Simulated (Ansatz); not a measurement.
Reaction (redistribution): `C[SiH2][NH][SnH3]` + `CCB(F)Cl` → `C[SiH2]B(F)Cl` + `CC[NH][SnH3]`

Calculated with Ansatz (gas phase, PBE0-D4/def2-TZVP geometries, no zero-point term in ΔE). CBS: MP2 limit from def2 TZ/QZ plus the TZ coupled-cluster correction, frozen cores. DFT in def2-TZVPP. def2 core potentials past Kr. For Sn outer-core shells are correlated without core-valence functions, which leaves a few kJ/mol of doubt a bond. Each species was taken in one conformer, which may not be the lowest.

```csv
level,ΔE (kcal/mol),difference from CCSD(T)/CBS
B2PLYP,38.9,-0.5
r2SCAN,38.6,-0.8
HF/def2-TZVPP,41.8,2.4
MP2/def2-TZVPP,41.2,1.8
CCSD/def2-TZVPP,39.6,0.2
CCSD(T)/def2-TZVPP,38.9,-0.5
HF/def2-QZVPP,42.1,2.7
MP2/def2-QZVPP,41.6,2.2
SCS-MP2/def2-QZVPP,40.7,1.3
HF/CBS(def2),42.2,2.8
CCSD(T)/CBS,39.4,0
```

Largest T1 diagnostic among the species: 0.013.

The D4 term adds +0.9 kcal/mol with B3LYP and +0.5 kcal/mol with PBE0; it sums over pairs of atoms, weighted by their polarisabilities, and B3LYP, whose exchange is more repulsive, gets the larger term. From PBE to PBE0 (25 % exact exchange), in def2-TZVPP and without D4, ΔE moves by +2.7 kcal/mol.

B3LYP here is the variant with VWN-RPA as its local correlation; programs differ in this.
